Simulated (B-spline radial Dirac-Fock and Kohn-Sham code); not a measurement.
Level of theory: relativistic Hartree-Fock (Dirac-Fock) wave functions, averaged over the configuration; a B-spline atomic structure program.

Question: This computed X-ray form factor belongs to an atom or ion in its tabulated ground configuration. Which?

```tsv
sin θ/λ (Å⁻¹)	f₀
0.09	2.000
0.11	2.000
0.13	2.000
0.3	1.998
0.36	1.997
0.72	1.989
1.02	1.977
2.05	1.911
2.91	1.827
```

Answer: Ru⁴²⁺, with 2 electrons in 1s2. f₀ tends to the number of electrons as s goes to zero, which the first rows give only roughly, and the rate of fall reflects the nuclear charge, 44.
